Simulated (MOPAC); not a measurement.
MOPAC input (PM3):

```
PM3 FORCE THERMO(298,298) PRECISE LET UHF MS=0.5 GEO-OK AUX(PRECISION=9) THREADS=1
C2H2N

C    -1.12261416 1    0.11959164 1    0.11586409 1
N     0.23255967 1   -0.02476647 1   -0.02400927 1
C     1.40965243 1   -0.15017811 1   -0.14548178 1
H    -1.65998266 1   -0.53730910 1    0.79171115 1
H    -1.63639906 1    0.88847370 1   -0.45149631 1
```

From the last part of the output:

```
     H    5   5.081210   0.397158   0.033551   0.266960   5.288181

          HEAT OF FORMATION =      84.919065 KCALS/MOLE

          ZERO POINT ENERGY      18.345 KCAL/MOL

           NORMAL COORDINATE ANALYSIS (Total motion = 1 Angstrom)

   Root No.       1         2         3         4         5         6         7         8

                 1 B2      1 B1      2 B1      2 B2      1 A1      2 A1      3 A1      4 A1

                 283.7     297.1     568.4     939.1    1112.6    1289.9    2155.5    3050.3

           1    0.0000    0.0000    0.0000   -0.0000    0.0917    0.1558   -0.0656   -0.0412
           2   -0.0617    0.0000    0.0000    0.0840    0.0000    0.0000    0.0000   -0.0000
           3   -0.0000   -0.1018   -0.1003    0.0000    0.0000   -0.0000   -0.0000    0.0000
           4   -0.0000   -0.0000   -0.0000    0.0000   -0.0563   -0.0368    0.4154    0.0024
           5    0.2090   -0.0001   -0.0000   -0.0555   -0.0000   -0.0000    0.0000    0.0000
           6    0.0001    0.2717    0.0211   -0.0000   -0.0000   -0.0000    0.0000   -0.0000
           7    0.0000    0.0000   -0.0000   -0.0000   -0.0860   -0.0659   -0.4111    0.0002
           8   -0.1506    0.0001   -0.0000    0.0047   -0.0000   -0.0000   -0.0000   -0.0000
           9   -0.0001   -0.1774    0.0021    0.0000   -0.0000    0.0000   -0.0000   -0.0000
          10   -0.2205    0.0000   -0.0000   -0.4034    0.3574   -0.2793   -0.0455    0.2277
          11   -0.1873    0.0001   -0.0002   -0.1427    0.1375   -0.2438    0.0290   -0.4204
          12   -0.0001   -0.2245    0.4383   -0.0001    0.0001   -0.0001    0.0000   -0.0002
          13    0.2205    0.0000   -0.0000    0.4034    0.3574   -0.2793   -0.0455    0.2276
          14   -0.1873    0.0001   -0.0002   -0.1427   -0.1375    0.2438   -0.0290    0.4204
          15   -0.0001   -0.2246    0.4383   -0.0001   -0.0001    0.0001   -0.0000    0.0002

   Root No.       9

                 3 B2

                3135.9

           1    0.0000
           2   -0.0682
           3   -0.0000
           4   -0.0000
           5    0.0003
           6    0.0000
           7    0.0000
           8   -0.0002
           9   -0.0000
          10   -0.2284
          11    0.4058
          12    0.0002
          13    0.2284
          14    0.4058
          15    0.0002

           MASS-WEIGHTED COORDINATE ANALYSIS (NORMAL COORDINATES)

   Root No.       1         2         3         4         5         6         7         8

                 1 B2      1 B1      2 B1      2 B2      1 A1      2 A1      3 A1      4 A1

                 283.7     297.1     568.4     939.1    1112.6    1289.9    2155.5    3050.3

           1    0.0000    0.0000    0.0000   -0.0000    0.4367    0.6749   -0.1072   -0.2058
           2   -0.2039    0.0001    0.0002    0.4129    0.0000    0.0000    0.0000   -0.0000
           3   -0.0001   -0.2756   -0.4846    0.0002    0.0000   -0.0000   -0.0000    0.0000
           4   -0.0000   -0.0000   -0.0000    0.0000   -0.2896   -0.1723    0.7325    0.0129
           5    0.7462   -0.0004   -0.0001   -0.2946   -0.0000   -0.0000    0.0000    0.0000
           6    0.0004    0.7945    0.1101   -0.0001   -0.0000   -0.0000    0.0000   -0.0000
           7    0.0000    0.0000   -0.0000   -0.0000   -0.4095   -0.2857   -0.6714    0.0010
           8   -0.4980    0.0002   -0.0000    0.0229   -0.0000   -0.0000   -0.0000   -0.0000
           9   -0.0002   -0.4803    0.0101    0.0000   -0.0000    0.0000   -0.0000   -0.0000
          10   -0.2112    0.0000   -0.0000   -0.5743    0.4929   -0.3506   -0.0215    0.3295
          11   -0.1793    0.0001   -0.0003   -0.2031    0.1896   -0.3061    0.0137   -0.6084
          12   -0.0001   -0.1761    0.6136   -0.0001    0.0001   -0.0001    0.0000   -0.0003
          13    0.2112    0.0000   -0.0000    0.5743    0.4929   -0.3506   -0.0215    0.3294
          14   -0.1793    0.0001   -0.0003   -0.2031   -0.1896    0.3060   -0.0137    0.6084
          15   -0.0001   -0.1762    0.6136   -0.0001   -0.0001    0.0001   -0.0000    0.0003

   Root No.       9

                 3 B2

                3135.9

           1    0.0000
           2   -0.3367
           3   -0.0002
           4   -0.0000
           5    0.0014
           6    0.0000
           7    0.0000
           8   -0.0009
           9   -0.0000
          10   -0.3266
          11    0.5802
          12    0.0003
          13    0.3266
          14    0.5802
          15    0.0003

          DESCRIPTION OF VIBRATIONS

 VIBRATION          1    1B2         ATOM PAIR     ENERGY CONTRIBUTION    RADIAL
 FREQUENCY           283.67         C 1 -- N 2         +37.4% (140.2%)      0.0%
 TRANSITION DIPOLE   0.1522         N 2 -- C 3         +23.5% (111.0%)      0.0%
 TRAVEL (Ang.)       0.2156         C 1 -- H 4         +19.6% (101.5%)     34.5%
 REDUCED MASS        5.1148         C 1 -- H 5         +19.6% (101.5%)     34.5%
 EFFECTIVE MASS     21.8473
 FORCE CONSTANT      0.2425

 VIBRATION          2    1B1         ATOM PAIR     ENERGY CONTRIBUTION    RADIAL
 FREQUENCY           297.10         N 2 -- C 3         +52.1% ( 87.6%)      0.0%
 TRANSITION DIPOLE   0.3593         C 1 -- N 2         +46.1% ( 82.4%)      0.0%
 TRAVEL (Ang.)       0.1899         C 1 -- H 4          +0.9% ( 11.6%)      0.0%
 REDUCED MASS        6.2922         C 1 -- H 5          +0.9% ( 11.6%)      0.0%
 EFFECTIVE MASS     13.2967
 FORCE CONSTANT      0.3272

 VIBRATION          3    2B1         ATOM PAIR     ENERGY CONTRIBUTION    RADIAL
 FREQUENCY           568.41         C 1 -- H 4         +45.4% ( 61.1%)      0.0%
 TRANSITION DIPOLE   0.9786         C 1 -- H 5         +45.3% ( 61.1%)      0.0%
 TRAVEL (Ang.)       0.3534         C 1 -- N 2          +9.1% ( 27.3%)      0.0%
 REDUCED MASS        0.9499         N 2 -- C 3          +0.2% (  4.5%)      0.0%
 EFFECTIVE MASS      2.6984
 FORCE CONSTANT      0.1808

 VIBRATION          4    2B2         ATOM PAIR     ENERGY CONTRIBUTION    RADIAL
 FREQUENCY           939.13         C 1 -- H 4         +40.7% ( 81.8%)      9.2%
 TRANSITION DIPOLE   0.2421         C 1 -- H 5         +40.7% ( 81.8%)      9.2%
 TRAVEL (Ang.)       0.3131         C 1 -- N 2         +17.7% ( 54.0%)      0.0%
 REDUCED MASS        0.7323         N 2 -- C 3          +0.8% ( 11.2%)      0.0%
 EFFECTIVE MASS      4.1434
 FORCE CONSTANT      0.3805

 VIBRATION          5    1A1         ATOM PAIR     ENERGY CONTRIBUTION    RADIAL
 FREQUENCY          1112.55         C 1 -- N 2         +40.6% ( 74.3%)    100.0%
 TRANSITION DIPOLE   0.1354         C 1 -- H 5         +25.5% ( 58.9%)     48.5%
 TRAVEL (Ang.)       0.2426         C 1 -- H 4         +25.5% ( 58.9%)     48.6%
 REDUCED MASS        1.0298         N 2 -- C 3          +8.5% ( 34.0%)    100.0%
 EFFECTIVE MASS      6.6633
 FORCE CONSTANT      0.7510

 VIBRATION          6    2A1         ATOM PAIR     ENERGY CONTRIBUTION    RADIAL
 FREQUENCY          1289.92         C 1 -- H 5         +32.6% ( 74.5%)      4.8%
 TRANSITION DIPOLE   0.0018         C 1 -- H 4         +32.6% ( 74.5%)      4.8%
 TRAVEL (Ang.)       0.1397         C 1 -- N 2         +32.1% ( 73.8%)    100.0%
 REDUCED MASS        2.6792         N 2 -- C 3          +2.7% ( 21.3%)    100.0%
 EFFECTIVE MASS      7.4685
 FORCE CONSTANT      2.6265

 VIBRATION          7    3A1         ATOM PAIR     ENERGY CONTRIBUTION    RADIAL
 FREQUENCY          2155.54         N 2 -- C 3         +74.2% ( 98.9%)    100.0%
```
